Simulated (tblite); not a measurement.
C₅H₁₀AlF₃O.
Geometry (GFN2-xTB, Å), atoms numbered from 1 in this order:
```xyz
20
C5H10AlF3O angstrom
F     -0.6645   -2.5755   -0.9919
C     -1.3319   -1.4740   -0.6644
F     -2.5264   -1.8544   -0.1871
F     -1.5724   -0.8043   -1.8018
C     -0.5781   -0.6211    0.3653
C     -1.3339    0.6838    0.6781
C     -0.3212    1.7789    0.3175
C      0.5819    1.0696   -0.6816
O      0.6758   -0.2491   -0.1571
Al     2.4022   -0.8209    0.3138
H     -0.3988   -1.2622    1.2344
H     -2.2279    0.7596    0.0580
H     -1.6363    0.7286    1.7216
H      0.2603    2.0601    1.1955
H     -0.7940    2.6638   -0.1000
H      1.5998    1.4620   -0.7236
H      0.1477    1.0462   -1.6864
H      2.7801    0.3791    1.2747
H      2.9998   -0.7881   -1.1398
H      1.9325   -2.1714    0.9717
```

Calculated harmonic vibrations of the isolated species, GFN2-xTB (tblite), most abundant isotopes, no scaling. This tight-binding method is rough: wavenumbers can miss measured ones by several per cent, in bad cases by 10 to 20. Modes of hydrogen on aluminium can be 10 to 20 % off. One conformer, not necessarily the lowest.

Harmonic wavenumbers (cm⁻¹): 36.6, 49.5, 80.1, 116.4, 143.5, 159.6, 224.2, 269.5, 290.1, 335.6, 409.3, 468.0, 484.0, 499.3, 533.6, 601.4, 613.7, 723.3, 770.0, 778.1, 788.7, 793.3, 866.6, 917.6, 959.1, 977.1, 990.8, 1053.7, 1076.2, 1094.0, 1104.7, 1116.8, 1161.2, 1172.7, 1180.7, 1195.1, 1240.9, 1273.1, 1284.2, 1305.7, 1310.4, 1451.7, 1462.8, 1481.7, 1617.2, 1656.4, 1668.1, 2947.7, 2952.8, 2978.2, 3001.9, 3013.8, 3039.9, 3046.4.

A = 1568, B = 934.6, C = 714.8 MHz; mass 170.050 u (most abundant isotopes); point group C1, symmetry number 1.

Problem. Zero-point energy?

Solution. ½Σν̃ = 30384 cm⁻¹ = 86.87 kcal/mol.

Problem. Give the ideal-gas entropy at 200 K and 1 bar in the rigid-rotor, harmonic-oscillator model (classical rotation).

Solution. Translation 39.34, rotation 28.92, vibration 23.91: S = 92.2 cal/(mol K).

Problem. And Cp and H(200 K) − H(0)?

Solution. Cp = 32.26 cal/(mol K), of which vibrations give 24.31 (their classical limit is 54 R = 107.3); H(200 K) − H(0) = 4.10 kcal/mol without the zero-point energy, 2.51 from vibrations.

Problem. Blend soft modes into free rotors: weight 1/[1 + (100 cm⁻¹/ν̃)⁴] for the oscillator and the rest for a rotor with moment μB/(μ + B), μ = h/(8π²ν), B = 10⁻⁴⁴ kg m². What vibrational entropy results?

Solution. 21.65 cal/(mol K) in place of 23.91, which changes −T·S at 200 K by +0.45 kcal/mol.

Problem. How do the functions run with temperature in this model?

Solution. 
| T (K) | S (cal/(mol K)) | Cp (cal/(mol K)) | H − H(0) (kcal/mol) | G − H(0) (kcal/mol) | ln q(vib) |
| --- | --- | --- | --- | --- | --- |
| 100 | 74.2 | 20.9 | 1.45 | -5.97 | 2.49 |
| 300 | 107.5 | 44.4 | 7.93 | -24.33 | 8.84 |
| 500 | 135.5 | 65.7 | 19.07 | -48.69 | 14.99 |
| 800 | 170.9 | 84.5 | 41.91 | -94.85 | 23.77 |
| 1000 | 190.7 | 92.0 | 59.61 | -131.06 | 29.16 |

q(vib) and H(0) count from the zero-point level.

Problem. Which modes carry the vibrational entropy at 200 K?

Solution. 36.6 cm⁻¹: 4.64; 49.5 cm⁻¹: 4.05; 80.1 cm⁻¹: 3.11; 116.4 cm⁻¹: 2.40; 143.5 cm⁻¹: 2.01; 159.6 cm⁻¹: 1.82 cal/(mol K); the other 48 give 5.88 together.

Hindered rotation and anharmonicity are outside this model. Other conformers, if any are populated, would add a mixing term that is left out. The structure is chiral; the term R ln 2 for an equal mix with its mirror image is left out.
